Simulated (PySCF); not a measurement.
Simulated C 1s region for `C#CC(Cl)=C1CCCC1`, binding energy against the vacuum level.

Every computed line was given a Gaussian of 0.5 eV full width at half maximum and an area set by the number of equivalent atoms; the highest printed point is 100. Method used: delta-SCF UKS SCAN, pcX-2 on the ionised atom, pcseg-1 elsewhere, spin-free X2C in PySCF 2.14.0.

(binding energy (eV), intensity): (289.3, 0), (289.4, 0), (289.5, 1), (289.6, 3), (289.7, 7), (289.8, 13), (289.9, 20), (290.0, 27), (290.1, 33), (290.2, 38), (290.3, 46), (290.4, 60), (290.5, 79), (290.6, 96), (290.7, 100), (290.8, 86), (290.9, 61), (291.0, 35), (291.1, 16), (291.2, 6), (291.3, 2), (291.4, 2), (291.5, 4), (291.6, 8), (291.7, 14), (291.8, 18), (291.9, 19), (292.0, 17), (292.1, 11), (292.2, 6), (292.3, 3), (292.4, 1), (292.5, 0), (292.6, 0)

Question: How many maxima does the curve show, and how many computed lines lie under it?

Answer: The curve has 2 maxima (at 290.7 and 291.9 eV). Under it lie 8 lines from 8 inequivalent carbon sites. At this width some lines have no maximum of their own.

Question: Decompose the envelope and assign each component. Numbering: `[CH:1]#[C:2][C:3]([Cl:4])=[C:5]1[CH2:6][CH2:7][CH2:8][CH2:9]1`.

Answer: 
```csv
position (eV),relative area,line,atoms,environment
290.02,1,C 1s,C1,terminal alkyne carbon
290.30,1,C 1s,C5,fully substituted alkene carbon
290.66,1,C 1s,C7,ring CH2 carbon
290.66,1,C 1s,C8,ring CH2 carbon
290.70,1,C 1s,C6,allylic carbon
290.72,1,C 1s,C2,alkyne carbon
290.73,1,C 1s,C9,allylic carbon
291.88,1,C 1s,C3,vinylic C–Cl carbon
```

Question: What are the centre and the root-mean-square width of the whole band?

Answer: The area-weighted mean of the lines is 290.71 eV. Their own spread about it is 0.50 eV (rms) and each Gaussian has σ = 0.5/2.355 = 0.21 eV; the variances add, which gives 0.54 eV.

Lowest listed C 1s: C1, bonded to C (triple bond) and H. Highest, 1.86 eV above it: C3, bonded to Cl, C (double bond) and C. Summing the Pauling electronegativity differences to the bonded atoms, each weighted by its formal bond order, gives -0.35 for the lowest site and +0.61 for the highest; no listed site has a larger sum than the highest. The smallest sum, -0.70, belongs to C7, 0.64 eV above the lowest. The values 290.66, 290.66, 290.70, 290.72 and 290.73 eV lie too close for their order to be trusted.

Shake-up satellites, vibrational structure and lifetime widths aren't simulated. The unrestricted hole states depart most from a pure doublet (⟨S²⟩ = 0.75; over 0.85 named) for C 1s of C2 (0.91) and C 1s of C5 (0.86), which makes these values less certain. The structure is a single PBE0-D3(BJ)/def2-SVP conformer in the gas phase; no vibrational or solvent corrections.
